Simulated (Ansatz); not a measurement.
A structure relaxed at PBE/def2-SVP in Ansatz, charge 1, doublet:

Cartesian coordinates in Å:
```
Ba 2.327 0.280 -3.721
Ba -0.369 -3.330 -1.501
Ba -2.138 0.844 -2.175
Ba 2.141 -2.638 2.794
Ba -4.871 -2.693 -1.342
Ba 1.111 0.084 0.072
Ba 1.473 1.891 3.610
Ba -2.075 3.331 1.428
Ba 4.905 1.068 0.621
Ba -2.256 -1.011 1.972
Ba 4.060 -2.949 -1.204
Ba 1.607 3.922 -0.923
Ba -5.917 1.201 0.368
```

Question: Give its formula and point group.

Answer: the cluster Ba13⁺. Point group Cs (tolerance 0.1 Å).

Question: Summarise the bond lengths by kind (pairs closer than 1.2 times the sum of covalent radii, bridged metal pairs left out).

Answer: 41 × Ba–Ba 3.96 to 5.11 Å.

In the def2 sets Ba takes a core potential; there is no spin–orbit coupling. The structure comes from a short search, and lower isomers may exist.
